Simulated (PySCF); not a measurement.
# Excitation energy of Mg by level of theory

Mg [Ne] 3s2 (1S) → Mg [Ne] 3p2 (3P), as a difference of total energies. Calculation: PySCF 2.14, in aug-cc-pVQZ (7s6p4d3f2g, 84 functions); no relativity, point nucleus. Correlated levels: valence: [Ne] frozen. The calculations carry no spin-orbit coupling.

| method | excitation energy (eV) | error (eV) |
| --- | --- | --- |
| UHF | 6.270 | -0.903 |
| MP2 (valence) | 6.794 | -0.379 |
| SCS-MP2 (valence) | 7.021 | -0.152 |
| CCSD (valence) | 6.960 | -0.213 |

Reference: 7.173 eV (measured; NIST levels, between the centres of gravity of the two terms).

Errors of the correlated levels include the incompleteness of this basis and the frozen core.

With two correlated electrons CCSD is exact in that space.
